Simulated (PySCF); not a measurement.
Electron correlation in Hf²⁺ (hafnium, charge +2)

[Xe] 4f14 5d1 6s1, high-spin 3D determinant (an excited configuration). Computed with PySCF 2.14 in aug-cc-pVTZ-PP with one added diffuse shell each of s, p, d, f, g type with ECP60MDF (7s7p6d4f3g, 113 functions), with scalar relativity through the core potential. Frozen: 5s2 5p6; 2 electrons correlated.

Total MP2 correlation energy: -4.41 mhartree.

Same-spin part -4.41 and opposite-spin part 0.00 mhartree; SCS-MP2 scales them by 1/3 and 6/5 to -1.47 mhartree.
